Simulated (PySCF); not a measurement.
## Shapes and spin states of MoF₄

All numbers come from PBE0 in PySCF with Mo def2-SVP with ECP28, F def2-SVP; scalar-relativistic core potentials, no spin–orbit coupling; density-fitted integrals.

Relaxations began from a few typed shapes and spin states; open shells are unrestricted. The search is not exhaustive: other isomers or separated fragments can lie lower, and high-lying points may rest on an excited occupation.

(1) Order these stationary points by electronic energy, lowest first, in kJ/mol from the lowest minimum.
A. singlet (closed shell, unstable to spin polarisation) D4h: Mo–F 1.820 Å (×4); F–Mo–F 90.0° (×4), F–Mo–F 180.0° (×2)
B. triplet C2v: Mo–F 1.811 Å (×2), Mo–F 1.872 Å (×2); F–Mo–F 93.0° (×4), F–Mo–F 136.1°, F–Mo–F 163.8°
C. singlet (closed shell, unstable to spin polarisation) D2d: Mo–F 1.819 Å (×4); F–Mo–F 95.7° (×4), F–Mo–F 143.2° (×2)
D. triplet Td: Mo–F 1.846 Å (×4); F–Mo–F 109.5° (×6)
E. triplet D2h: Mo–F 1.819 Å (×2), Mo–F 1.871 Å (×2); F–Mo–F 90.0° (×4), F–Mo–F 180.0° (×2)

(2) Which of them are minima?

## Answers

(1) D (0.0), B (57.3), C (69.6), E (83.6), A (109.4).

(2) By energy in kJ/mol, 0.0: minimum; 57.3: saddle point, 1 imaginary mode; 69.6: minimum of the closed-shell surface only; 83.6: saddle point, 1 imaginary mode; 109.4: saddle point, 2 imaginary modes.

Formally Mo is in oxidation state +4, d2, with 2 unpaired electrons (the high-spin count). The Mulliken spin on Mo is 1.77. The polar-tensor charge on Mo, 2.74, is below the formal one.

For the lowest minimum: with open d or f shells other occupations or spin states may lie lower.
